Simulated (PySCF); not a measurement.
Compound: C4H5FSi.
InChI=1S/C4H5FSi/c5-4-2-1-3-6-4/h1-3H,6H2

Computed, not measured: PBE0-D3(BJ)/def2-SVP geometry optimisation, gas phase (PySCF 2.14.0).

Take the most abundant isotopes and a rigid rotor. 

What are A, B and C (MHz)?

Ia = 104.81, Ib = 179.25, Ic = 278.10 u·Å²; 505379 MHz·u·Å²/I gives A = 4822, B = 2819, C = 1817 MHz.

Classify the top.

An asymmetric top: κ = (2 × 2819 − 4822 − 1817)/(4822 − 1817) = -0.33.

What does the inertial defect say?

Not planar: Δ = Ic − Ia − Ib = -5.96 u·Å². For a rigid frame Δ = −2 Σ m c², so Σ m c² = 2.98 u·Å² lies off the ab plane, practically all of it from hydrogen. The atom farthest from that plane is 1.22 Å away.

Give the coordinates in the principal-axis frame, origin at the centre of mass.

The sense of each axis is arbitrary; atoms in the order of the calculation.
| atom | mass (u) | a (Å) | b (Å) | c (Å) |
| --- | --- | --- | --- | --- |
| F1 | 18.998 | -2.174 | -0.018 | 0.000 |
| C2 | 12.000 | -0.856 | 0.140 | 0.002 |
| C3 | 12.000 | -0.249 | 1.341 | 0.000 |
| C4 | 12.000 | 1.226 | 1.282 | 0.000 |
| C5 | 12.000 | 1.825 | 0.070 | -0.001 |
| Si6 | 27.977 | 0.471 | -1.214 | 0.000 |
| H7 | 1.008 | -0.792 | 2.290 | -0.002 |
| H8 | 1.008 | 1.789 | 2.222 | 0.002 |
| H9 | 1.008 | 2.911 | -0.043 | 0.002 |
| H10 | 1.008 | 0.412 | -2.079 | 1.215 |
| H11 | 1.008 | 0.405 | -2.076 | -1.217 |

List the rotational levels J(Ka,Kc) to J = 5 (MHz).

Above 0(0,0):
J = 1: 1(0,1) 4637, 1(1,1) 6639, 1(1,0) 7641
J = 2: 2(0,2) 13618, 2(1,2) 14910, 2(1,1) 17917, 2(2,1) 23924, 2(2,0) 24216
J = 3: 3(0,3) 26492, 3(1,3) 27155, 3(1,2) 33111, 3(2,2) 37834, 3(2,1) 39162, 3(3,1) 50514, 3(3,0) 50570
J = 4: 4(0,4) 42958, 4(1,4) 43243, 4(1,3) 52892, 4(2,3) 56148, 4(2,2) 59547, 4(3,2) 69515, 4(3,1) 69886, 4(4,1) 86655, 4(4,0) 86664
J = 5: 5(0,5) 62966, 5(1,5) 63075, 5(1,4) 76776, 5(2,4) 78687, 5(2,3) 85193, 5(3,3) 93259, 5(3,2) 94588, 5(4,2) 110483, 5(4,1) 110560, 5(5,1) 132422, 5(5,0) 132423
Those of J = 1 are B + C, A + C and A + B.

Which lines would a microwave search look for?

The dipole components are |μa| = 1.23 D, |μb| = 0.39 D, |μc| = 0.00 D; the mirror of this Cs structure is the ab plane, so μc vanishes by symmetry and there are no c-type lines. The squared components, which scale the intensities, stand as 1.00 : 0.10 (a : b). Some of the stronger lines:

| type | branch | J(Ka,Kc) | MHz | lower level (cm⁻¹) |
| --- | --- | --- | --- | --- |
| a | Q | 3(2,1) ← 3(2,2) | 1328 | 1.262 |
| a | R | 1(0,1) ← 0(0,0) | 4637 | 0.000 |
| a | R | 2(1,2) ← 1(1,1) | 8271 | 0.221 |
| a | R | 2(0,2) ← 1(0,1) | 8981 | 0.155 |
| b | Q | 2(2,1) ← 2(1,2) | 9014 | 0.497 |
| b | R | 2(1,2) ← 1(0,1) | 10274 | 0.155 |
| a | R | 3(1,3) ← 2(1,2) | 12244 | 0.497 |
| b | R | 3(1,3) ← 2(0,2) | 13537 | 0.454 |
| a | R | 3(2,2) ← 2(2,1) | 13910 | 0.798 |
| b | R | 2(2,0) ← 1(1,1) | 17577 | 0.221 |
| b | R | 3(2,2) ← 2(1,1) | 19917 | 0.598 |

Estimate the classical rotational partition function at 10 K, 25 K and 100 K.

Point group Cs, symmetry number σ = 1; q = (√π/σ)·√((kT/h)³/(ABC)), k/h = 20836.6 MHz/K: 1070 at 10 K, 4240 at 25 K, 33900 at 100 K.

No frequency check. These are rigid-rotor constants of the computed structure; measured ground-state constants (B0) also hold zero-point vibration.
